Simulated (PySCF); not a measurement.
A structure optimised at PBE-D3(BJ)/def2-SVP, used in a PySCF frequency run:

```
S
Si 1 2.1582
H 2 1.4955 1 106.00
H 2 1.4980 3 112.62 1 -120.21
Cl 2 2.0804 3 108.92 4 -119.23
Si 1 2.1582 2 97.52 3 -163.88
H 6 1.4955 1 106.00 2 -163.88
H 6 1.4980 7 112.62 1 -120.21
Cl 6 2.0804 7 108.92 8 -119.23
```

Write its SMILES, formula and point group.

Cl[SiH2]S[SiH2]Cl, Cl₂H₄SSi₂, C2

What are its rotational constants (standard atomic weights)?

2.6555, 0.73651, 0.69479 GHz
